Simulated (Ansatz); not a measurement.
Ansatz (a program for electronic structure) input (B2GP-PLYP/def2-TZVPD):

Ansatz 0.2 input:
```yaml
crystal:
  periodic: [false, false, false]
  atoms:
    - {symbol: C, position_ang: [-3.98210726, 0.63216330, -0.45955939]}
    - {symbol: C, position_ang: [-2.60001668, 0.88139885, 0.13687309]}
    - {symbol: C, position_ang: [-1.56325110, -0.14769958, -0.30806280]}
    - {symbol: C, position_ang: [-0.17834444, 0.10089563, 0.28595714]}
    - {symbol: C, position_ang: [0.84086010, -0.93728598, -0.16771564]}
    - {symbol: S, position_ang: [2.51078603, -0.68903631, 0.51095912]}
    - {symbol: C, position_ang: [3.02433466, 0.70640635, -0.32164461]}
    - {symbol: H, position_ang: [-4.70239337, 1.38078583, -0.12503140]}
    - {symbol: H, position_ang: [-3.95074823, 0.66478570, -1.55131975]}
    - {symbol: H, position_ang: [-4.36381509, -0.34987123, -0.16994654]}
    - {symbol: H, position_ang: [-2.25447372, 1.88203078, -0.14172388]}
    - {symbol: H, position_ang: [-2.66489560, 0.87579376, 1.22957204]}
    - {symbol: H, position_ang: [-1.49709238, -0.14353216, -1.40187172]}
    - {symbol: H, position_ang: [-1.90672952, -1.15012325, -0.02851105]}
    - {symbol: H, position_ang: [0.17210485, 1.09652402, 0.00253363]}
    - {symbol: H, position_ang: [-0.23429935, 0.09347674, 1.37790264]}
    - {symbol: H, position_ang: [0.92270657, -0.96112084, -1.25658471]}
    - {symbol: H, position_ang: [0.55029079, -1.93682624, 0.16044335]}
    - {symbol: H, position_ang: [3.97380386, 1.13139841, -0.03664726]}
    - {symbol: H, position_ang: [2.53411302, 1.02598796, -1.22924780]}
basis:
  gaussian:
    orbitals: def2-TZVPD
hamiltonian:
  xc: {name: B2GP-PLYP}
magnetization: {spin_polarized: true, initial_magnetization: 1}
correlation: {electrons: outside_noble_gas}
```

Output:

```
Functional definition: B2GP-PLYP
integrals: 1.80 GiB planned
2675 factors; integrals over basis functions are off by at most 9.4e-4 eV
0.53 GiB of the device are held for the grids
2.95 GiB of device memory are held for the factors and their scratch space
mean field: 4.92 GiB planned
mean field evaluation 1: about -17237.0148 eV, gradient 4.1e1 eV
mean field evaluation 2: about -17237.0785 eV, gradient 4.1e1 eV
mean field evaluation 4: about -17245.2639 eV, gradient 3.3e0 eV
mean field evaluation 8: about -17245.3712 eV, gradient 5.4e-1 eV
mean field evaluation 16: about -17245.3810 eV, gradient 2.9e-3 eV
mean field -17245.38098115 eV, -633.7560617182 hartree, gradient 1.7e-6 eV, S^2 0.764023; 0 other end points of the search recorded, 0 dependent functions left out
11 core orbitals not correlated
reference -17245.38116663 eV, -633.7560685344 hartree; 22, 21 occupied and 352, 353 virtual orbitals, 2675 factors
second order -36.83930790 eV of doubles, -0.00000000 eV of singles
Total energy: -17258.64331747 eV, -634.2434435885 hartree
```

It need not be the lowest isomer of its formula.
